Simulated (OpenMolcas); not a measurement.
# OpenMolcas input wanted

Cu2 has 2 atoms, charge 0, and is taken as a singlet. SMILES: `[Cu][Cu]`. The bond length is the measured one.

```xyz
2

Cu    0.0000    0.0000    0.0000
Cu    0.0000    0.0000    2.2197
```

Settings wanted:

```
method                    : CCSD(T)
reference                 : RHF
basis set                 : def2-SVPD
task                      : energy
frozen core orbitals      : 10
nucleus                   : point
cc max iter               : 80
cc conv                   : 1e-08
SCF convergence threshold : 1e-10
```

Question: Give an OpenMolcas 26.06 job that does this.

Answer: One that was run (others would do as well):

mol.inp:
```
* Cu2 CCSD(T)
>>> EXPORT MOLCAS_PRINT=2
&GATEWAY
BASLIB
$CurrDir
COORD
2
angstrom
Cu       0.000000       0.000000       0.000000
Cu       0.000000       0.000000       2.219700
BASIS
def2-SVPD
GROUP
NoSym
&SEWARD
&SCF
THRESHOLDS
1e-10 1e-07 1e-07 1e-05
PRORBITALS
1 1
&RASSCF
FILEORB
$Project.ScfOrb
SPIN
1
NACTEL
0 0 0
INACTIVE
29
RAS2
0
OUTORBITALS
Canonical
ORBLISTING
Nothing
&MOTRA
JOBIPH
FROZEN
10
&CCSDT
CCT
TRIPLES
2
ITERATIONS
80
ACCURACY
1e-08
EXTRAPOLATION
5 4
```

```bash
$ export MOLCAS_MEM=1860
$ pymolcas mol.inp > mol.log
```

(Basis files named in the input come from the Basis Set Exchange and aren't shown.)

Calculated total energy: -3278.12450 Eh.
